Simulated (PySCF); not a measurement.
[TcS2]+: from structure and modes to constants

Computed with UPBE/[Tc def2-SVP with ECP28, S def2-SVP], scalar-relativistic core potentials, density fitting, no spin–orbit coupling, PySCF.

The triplet minimum has C2v symmetry. Masses (u): Tc 98.90722, S 31.97207.

```xyz
3
charge 1 multiplicity 3, angstrom
Tc    0.0000   -0.4624    0.0000
S     0.0000    0.7158    1.7022
S     0.0000    0.7158   -1.7022
```

Harmonic wavenumbers (cm⁻¹): 201.7 (a1, ×1), 551.9 (a1, ×1), 562.3 (b2, ×1).

Find the principal moments of inertia and the rotational constants. What kind of rotor is it?

About the centre of mass I = 53.913, 185.28, 239.19 u Å². With B = 16.8576/I this gives 0.3127, 0.09099, 0.07048 cm⁻¹. The molecule is an asymmetric top with κ = -0.83.

What is the harmonic zero-point energy?

Half the sum of all 3 wavenumbers, 1316/2 = 658 cm⁻¹, which is 7.9 kJ/mol (1 cm⁻¹ = 0.0119627 kJ/mol).

Give the standard entropy (298.15 K, 1 bar) by its translational, rotational, vibrational and spin parts, and Cp.

Sackur–Tetrode with M = 162.85 u gives 172.4; rotation with symmetry number 2 gives 103.8; vibration 13.3; spin R ln 3 = 9.1. The total is 298.6 J/(mol K), and Cp = 4 R + 17.1 = 50.4 J/(mol K).

Other isomers or separated fragments may lie lower. Open d and f shells are described by one determinant, and the ground state may have another occupation or spin.
